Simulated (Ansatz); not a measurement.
Cu₂Br, relaxed as a doublet with UKS PBE0-D4/def2-TZVP in Ansatz, starting from the GFN2-xTB geometry. Force threshold 0.02 eV/Å.

The structure comes from a short search, and lower isomers may exist.

Start:

```xyz
3

Cu    2.326   -0.233   -0.451
Cu   -0.024    0.004    0.001
Br   -2.303    0.229    0.449
```

```
step   energy (eV)  largest force component (eV/Å)  SCF passes
   1  -159307.6724                           0.885          24
   2  -159307.7144                           0.348          37
   3  -159307.7167                           0.228          39
   4  -159307.7233                           0.114          39
   5  -159307.7514                           0.342          43
   6  -159307.8043                           0.099          35
   7  -159307.8299                           0.268          35
   8  -159307.8396                           0.304          34
   9  -159307.8504                           0.033          32
  10  -159307.8587                           0.049          34
  11  -159307.8990                           0.177          33
  12  -159307.9996                           0.282          30
  13  -159308.1074                           0.260          32
  14  -159308.1157                           0.075          34
  15  -159308.1164                           0.001          34
```

Force components are those of the run's own axes.

End:

Cartesian coordinates in Å:
```
Cu 1.282 -0.368 0.352
Cu -0.234 0.539 -1.247
Br -1.047 -0.171 0.895
```

Bonds formed: Cu1–Br3 (atoms count from 1).

No frequencies were taken in this run, so the end may be a saddle point.

Hardware: 4 threads of Arm Neoverse V2 on a shared host. Wall time 59 s.
